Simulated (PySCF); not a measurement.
methyl ethyl ether (C₃H₈O), singlet, geometry from GFN2-xTB; DF-PBE0/6-31G** (PySCF).

The PySCF input:
```python
from pyscf import gto, scf, dft

mol = gto.Mole()
mol.atom = '''
    O     0.022172   -0.706372   -0.008918
    C    -0.001910    0.703791    0.009063
    C     1.319408   -1.235776   -0.004276
    C    -1.449207    1.167504    0.002248
    H     0.515371    1.075025    0.908962
    H     0.531117    1.097999   -0.871671
    H     1.215575   -2.318745   -0.019167
    H     1.887160   -0.910900   -0.886220
    H     1.871403   -0.933890    0.895656
    H    -1.949854    0.799068   -0.888595
    H    -1.965443    0.776323    0.874298
    H    -1.492447    2.252984    0.015870
'''
mol.basis = '6-31g**'
mol.charge = 0
mol.spin = 0
mol.verbose = 4
mol.build()

mf = dft.RKS(mol)
mf.xc = 'pbe0'
mf.grids.prune = dft.gen_grid.treutler_prune
mf = mf.density_fit(auxbasis='def2-universal-jkfit')
mf.kernel()
```

It wrote (shortened):

```
PySCF version 2.14.0

[INPUT] verbose = 4
[INPUT] num. atoms = 12
[INPUT] num. electrons = 34
[INPUT] charge = 0
[INPUT] spin (= nelec alpha-beta = 2S) = 0
[INPUT] symmetry False subgroup None
[INPUT] Mole.unit = angstrom
[INPUT] Symbol           X                Y                Z      unit          X                Y                Z       unit  Magmom
[INPUT]  1 O      0.022172000000  -0.706372000000  -0.008918000000 AA    0.041899007634  -1.334849622061  -0.016852577579 Bohr   0.0
[INPUT]  2 C     -0.001910000000   0.703791000000   0.009063000000 AA   -0.003609376898   1.329972238934   0.017126587867 Bohr   0.0
[INPUT]  3 C      1.319408000000  -1.235776000000  -0.004276000000 AA    2.493319766560  -2.335278191311  -0.008080468909 Bohr   0.0
[INPUT]  4 C     -1.449207000000   1.167504000000   0.002248000000 AA   -2.738604327803   2.206262809334   0.004248104328 Bohr   0.0
[INPUT]  5 H      0.515371000000   1.075025000000   0.908962000000 AA    0.973910042543   2.031502827061   1.717689237637 Bohr   0.0
[INPUT]  6 H      0.531117000000   1.097999000000  -0.871671000000 AA    1.003665670101   2.074917395046  -1.647219460726 Bohr   0.0
[INPUT]  7 H      1.215575000000  -2.318745000000  -0.019167000000 AA    2.297103833868  -4.381793002705  -0.036220380630 Bohr   0.0
[INPUT]  8 H      1.887160000000  -0.910900000000  -0.886220000000 AA    3.566215553234  -1.721351526866  -1.674713086112 Bohr   0.0
[INPUT]  9 H      1.871403000000  -0.933890000000   0.895656000000 AA    3.536439138689  -1.764796330470   1.692544541823 Bohr   0.0
[INPUT] 10 H     -1.949854000000   0.799068000000  -0.888595000000 AA   -3.684690042888   1.510019674904  -1.679201185658 Bohr   0.0
[INPUT] 11 H     -1.965443000000   0.776323000000   0.874298000000 AA   -3.714148983444   1.467037854201   1.652183771255 Bohr   0.0
[INPUT] 12 H     -1.492447000000   2.252984000000   0.015870000000 AA   -2.820316085429   4.257522723027   0.029989953597 Bohr   0.0

nuclear repulsion = 133.862516313787
number of shells = 48
number of NR pGTOs = 164
number of NR cGTOs = 96
basis = 6-31g**
ecp = {}

******** <class 'pyscf.df.df_jk.DFRKS'> ********
method = DFRKS
initial guess = minao
damping factor = 0
level_shift factor = 0
DIIS = <class 'pyscf.scf.diis.CDIIS'>
diis_start_cycle = 1
diis_space = 8
diis_damp = 0
SCF conv_tol = 1e-09
SCF conv_tol_grad = None
SCF max_cycles = 50
direct_scf = False
XC library pyscf.dft.libxc version 7.1.2
    S. Lehtola, C. Steigemann, M. J. T. Oliveira, and M. A. L. Marques,  SoftwareX 7, 1–5 (2018)
XC functionals = pbe0
    C. Adamo and V. Barone,  J. Chem. Phys. 110, 6158 (1999)
    M. Ernzerhof and G. E. Scuseria,  J. Chem. Phys. 110, 5029 (1999)
radial grids:
    Treutler-Ahlrichs [JCP 102, 346 (1995); DOI:10.1063/1.469408] (M4) radial grids

becke partition: Becke, JCP 88, 2547 (1988); DOI:10.1063/1.454033
pruning grids: <function treutler_prune>
grids dens level: 3
symmetrized grids: False
atomic radii adjust function: <function treutler_atomic_radii_adjust>
small_rho_cutoff = 0
Set gradient conv threshold to 3.16228e-05
Initial guess from minao.
tot grids = 115496
******** <class 'pyscf.df.df.DF'> ********
auxbasis = def2-universal-jkfit
init E= -194.301661095597
  HOMO = -0.331667267846029  LUMO = 0.0368446533136897  gap/eV = 10.02772
cycle= 1 E= -194.053003596979  delta_E= 0.249  |g|= 0.547  |ddm|= 2.82
  HOMO = -0.1372020256  LUMO = 0.11770250676265  gap/eV = 6.93631
cycle= 2 E= -193.995540973028  delta_E= 0.0575  |g|= 0.78  |ddm|=  1.3
  HOMO = -0.260020933452346  LUMO = 0.109086669761797  gap/eV = 10.04393
cycle= 3 E= -194.115495361139  delta_E= -0.12  |g|= 0.0671  |ddm|= 0.812
  HOMO = -0.258403002084971  LUMO = 0.10504658611904  gap/eV = 9.88997
cycle= 4 E= -194.116317482567  delta_E= -0.000822  |g|= 0.0249  |ddm|= 0.0618
  HOMO = -0.258799508926919  LUMO = 0.105874725163066  gap/eV = 9.92329
cycle= 5 E= -194.116467411528  delta_E= -0.00015  |g|= 0.00286  |ddm|= 0.0211
  HOMO = -0.258860353447713  LUMO = 0.105896129481667  gap/eV = 9.92553
cycle= 6 E= -194.11646911764  delta_E= -1.71e-06  |g|= 0.000809  |ddm|= 0.00256
  HOMO = -0.258903952364848  LUMO = 0.105877001291726  gap/eV = 9.92620
cycle= 7 E= -194.11646927361  delta_E= -1.56e-07  |g|= 0.00016  |ddm|= 0.000775
  HOMO = -0.258890541202225  LUMO = 0.105882480917519  gap/eV = 9.92598
cycle= 8 E= -194.116469279817  delta_E= -6.21e-09  |g|= 2.67e-05  |ddm|= 0.000145
  HOMO = -0.25888880771498  LUMO = 0.10588325971083  gap/eV = 9.92595
cycle= 9 E= -194.116469279972  delta_E= -1.55e-10  |g|= 9.91e-06  |ddm|= 2.96e-05
  HOMO = -0.258890778511605  LUMO = 0.105882124467633  gap/eV = 9.92598
Extra cycle  E= -194.116469279968  delta_E= 3.87e-12  |g|= 1.1e-05  |ddm|= 1.87e-05
converged SCF energy = -194.116469279968
```
